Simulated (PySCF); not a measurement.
Input file for PySCF: R-B3LYP/3-21G on SiH4 (SMILES [SiH4]).

```python
from pyscf import gto, scf, dft, mp
from pyscf.data.elements import chemcore

mol = gto.M(
    atom='''
    Si    0.12859651   -0.11517574    0.19653468
    H     0.47176160   -1.52352107    0.48203356
    H    -1.24484987    0.18356929    0.65977926
    H     0.19705063    0.11724844   -1.26637512
    H     1.08659517    0.79310306    0.86536081
    ''',
    basis='3-21g',
    charge=0, spin=0, verbose=3, max_memory=1800)
mf = dft.RKS(mol, xc='b3lyp')
mf.conv_tol = 1e-8
mf.max_cycle = 100
mf.kernel()
if not mf.converged:
    mf = mf.newton().run(mf.mo_coeff, mf.mo_occ)
```

**Question.** Give the final energy of this run.

**Answer.** -290.3455 hartree.
